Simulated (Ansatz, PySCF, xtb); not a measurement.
Stretching the N2–H4 bond in iminoborane (SMILES B=N) (multiplicity 1 held, fragments rigid). Energies count from the point at 0.992 Å.
Geometry at that point (charge 0, multiplicity 1):
```xyz
4

B      0.00000     0.00000    -0.69206
N      0.00000     0.00000     0.54092
H      0.00000     0.00000    -1.85891
H      0.00000     0.00000     1.53277
```

R- and RO- levels are restricted; in cc, def2 and unpolarised 6-31G sets they are followed outwards from rest. Unrestricted levels (U-) break spin symmetry where that is lower. Left out are points that failed, MP2 points that dive below the minimum, coupled-cluster points behind a jump of the amplitudes or a sharp parting from full CI or MRCI, small-basis points behind a change of solution, and semi-empirical points at long bonds. Levels need not reach the same state.

Cores are frozen in the correlated methods. Rows in 6-31G* carry no dispersion term and start afresh at each structure (6-31G* with six Cartesian d functions).

Programs: Ansatz (an electronic-structure program) with Gaussian orbitals; PySCF for 6-31G* rows; xtb for the GFN methods. Values without a source in brackets are computed. The GFN methods have no spin term and hold the electronic entropy of 300 K.

Energies in kJ/mol.

```tsv
R (Å)	GFN2-xTB	U-HF/6-31G*	R-MP2/cc-pVTZ	U-SCS-MP2/cc-pVTZ
0.793	151	150	153	152
0.893	28	26	30	30
0.992	0	0	0	0
1.091	18	27	20	20
1.190	58	82	67	67
1.339	131	187	159	159
1.488	206	298	256	255
1.736	318	428	403	494
1.984	407	481	522	630
2.281	483	451	623	613
2.678	545	439	701	604
3.174	581	left out	726	601
```

Doubts at one or more of the structures used: a spin-contaminated determinant (U-HF/6-31G*, U-SCS-MP2/cc-pVTZ); a restricted determinant that unrestricted orbitals would lower (R-MP2/cc-pVTZ).
